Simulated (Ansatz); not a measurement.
Two isomers of C2H7NSi: A = `CC[Si]N`, B = `C=NC[SiH3]`.

Calculated with Ansatz (gas phase, PBE0-D4/def2-TZVP geometries, no zero-point term in ΔE). CCSD(T)/CBS adds triple-zeta CCSD(T) − MP2 to the extrapolated MP2 energy (def2 sets, frozen cores). Functionals use def2-TZVPP. B3LYP here is the variant with VWN-RPA as its local correlation; programs differ in this. Each species was taken in one conformer, which may not be the lowest.

(1) Which is lower in electronic energy at CCSD(T)/CBS, and by how much? (Best estimate.)

(2) Give E(B) − E(A) in kcal/mol with MP2/def2-TZVPP, CCSD(T)/def2-SVP, PBE-D4, B2PLYP, B3LYP-D4, PBE0-D4, BLYP-D4. (Best estimate.)

(3) Does the order hold for the free energy at 298.15 K (harmonic terms from PBE0-D4)? (Estimate.)

Largest T1 diagnostic: 0.013.

## Answers

(1) Computed: A, by 26.4 kcal/mol.

(2) Computed: MP2/def2-TZVPP 25.9, CCSD(T)/def2-SVP 20.8, PBE-D4 25.8, B2PLYP 24.5, B3LYP-D4 24.6, PBE0-D4 26.6, BLYP-D4 23.7. None reverses the order clearly.

(3) Ansatz gave: Yes: G(B) − G(A) = +21.1 kcal/mol, for one conformer each.

Leaving LDA and LC-ωPBE aside and taking each functional with its dispersion term where it has one, the values, not all of them listed here, spread over 4.3 kcal/mol, from BLYP-D4 to ωB97M-V. LDA lies +4.0 kcal/mol from PBE without D4. From PBE to PBE0 (25 % exact exchange), in def2-TZVPP and without D4, E(B) − E(A) moves by +0.9 kcal/mol.
